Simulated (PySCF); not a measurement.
# Electric field gradients and quadrupole coupling constants

Compound: CH₁₄ClNSi₅.
Z-matrix (Å and degrees, GFN2-xTB geometry), rows numbered from 1:
```
Si
Si  1  2.3399
Si  2  2.3312  1  114.33
Si  2  2.3552  1  111.53  3  -128.37
N   2  1.7412  1  103.27  3   109.80
C   5  1.4487  2  124.28  1    52.88
Si  6  1.9170  5  114.77  2    90.86
Cl  7  2.0162  6  107.03  5    42.84
H   1  1.4664  2  115.59  3   -79.08
H   1  1.4658  2  110.90  3    41.81
H   1  1.4706  2  112.55  3   160.28
H   3  1.4656  2  114.46  1    25.19
H   3  1.4663  2  108.70  1   -93.08
H   3  1.4666  2  115.35  1   148.26
H   4  1.4713  2  113.81  1   -34.88
H   4  1.4691  2  114.36  1  -155.51
H   4  1.4665  2  111.09  1    84.38
H   5  1.0099  2  117.81  1  -159.87
H   6  1.0917  5  107.63  2   -31.81
H   6  1.0980  5  108.30  2  -146.41
H   7  1.4606  6  109.87  5   160.64
H   7  1.4588  6  111.40  5   -74.93
```

Field gradients from the PBE0/pcSseg-1 density (PySCF, non-relativistic), principal values in atomic units, ordered |Vxx| ≤ |Vyy| ≤ |Vzz|:

```
atom      Vxx      Vyy      Vzz
  N5   0.3444   0.7077  -1.0522
 Cl8  -0.9627  -1.1045   2.0672
```

**Question.** Find the asymmetry η = (Vxx − Vyy)/Vzz and the couplings χ = eQV/h (234.96 MHz × Q in barn × V in au), with Q(14N) = 0.02044 b, Q(35Cl) = −0.0817 b.

**Answer.** 
| atom | environment | nucleus | η | χzz (MHz) | χxx (MHz) | χyy (MHz) |
| --- | --- | --- | --- | --- | --- | --- |
| N5 | silicon-bound nitrogen | 14N | 0.35 | -5.05 | 1.65 | 3.40 |
| Cl8 | silicon-bound chlorine | 35Cl | 0.07 | -39.68 | 18.48 | 21.20 |

The tensor is traceless: Vxx + Vyy + Vzz = 0.

**Question.** What is Vzz at Cl8 in SI units (1 au = 9.71736 × 10²¹ V/m²)?

**Answer.** 2.0672 au = 20.088 × 10²¹ V/m².

**Question.** And the gradient at the other heavy atoms, for which no coupling is worked out here?

**Answer.** 
```csv
atom,environment,Vzz (au),η
Si1,SiH3 silicon,0.031,0.99
Si2,four-coordinate silicon,0.203,0.37
Si3,SiH3 silicon,0.047,0.48
Si4,SiH3 silicon,-0.019,0.21
C6,sp3 carbon bound to nitrogen,0.229,0.16
Si7,chlorine-bound silicon,0.734,0.12
```

Were the hydrogens deuterons (Q(2H) = 0.00286 b), χzz would run from 108 kHz (H11, H15, H21 and H16) to 277 kHz (H18).

The structure is a single GFN2-xTB conformer in the gas phase; no vibrational or solvent corrections. GFN2-xTB bond lengths can be off by several hundredths of an ångström, more for odd bonds, and the gradients follow them. With a basis this small, the couplings can be 20 % off.
